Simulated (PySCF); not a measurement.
Si(H)(F)2(OEt) (C₂H₆F₂OSi), SMILES CCO[SiH](F)F.

Geometry optimised at ωB97X-D3(BJ)/def2-SVP. The structure was generated by enumeration, and PubChem lists no compound with its InChIKey, so it may never have been made. One conformer was computed; it need not be the lowest.

The numbers are results of PBE/def2-TZVP in PySCF, not measurements.

Gas-phase values at a fixed geometry.

Computed frontier levels, gap, dipole moment and polarisability:
```yaml
highest_occupied_level: -7.28 eV
lowest_empty_level: 0.23 eV
orbital_gap: 7.51 eV
dipole_moment: 1.60 D
quadrupole, principal values (traceless, Buckingham form, about the centre of nuclear charge): -4.01, -3.14, 7.14 D·Å
mean_static_polarisability: 52.8 bohr³ (7.82 Å³)
polarisability_principal_values: 46.9, 48.8, 62.7 bohr³
```
